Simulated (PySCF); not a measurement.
**Fractional electron number in Mn⁺ (manganese, charge +1)**

The 4s alpha orbital of [Ar] 3d5 4s1 is emptied in steps (occupation f), with all orbitals relaxed, ending at [Ar] 3d5. All numbers are calculated (PySCF 2.14, the spin-free X2C one-electron Hamiltonian (Gaussian nucleus), in aug-cc-pVTZ-DK (8s7p5d3f2g, 93 functions)). The exact energy is a straight line in f; departures are measured from the line between the end points of the same method.

```csv
f,BHandHLYP (eV),r2SCAN0 (eV)
1,0.000,0.000
0.8,-0.285,-0.378
0.6,-0.427,-0.562
0.4,-0.427,-0.560
0.2,-0.284,-0.373
0,0.000,0.000
```

```json
{"method": "BHandHLYP", "E(f=0) − E(f=1) (eV)": "15.594", "−ε at f=1 (eV)": "13.813", "−ε at f=0.4 (eV)": "15.952"}
{"method": "r2SCAN0", "E(f=0) − E(f=1) (eV)": "15.928", "−ε at f=1 (eV)": "13.535", "−ε at f=0.4 (eV)": "16.399"}
```

Orbital energy along the path (eV):

```csv
f,BHandHLYP,r2SCAN0
1,-13.813,-13.535
0.8,-14.526,-14.532
0.6,-15.239,-15.478
0.4,-15.952,-16.399
0.2,-16.662,-17.334
0,-17.364,-18.229
```

Reference removal energy between the ground levels: 15.640 eV (measured; NIST Atomic Spectra Database, ionization energies).
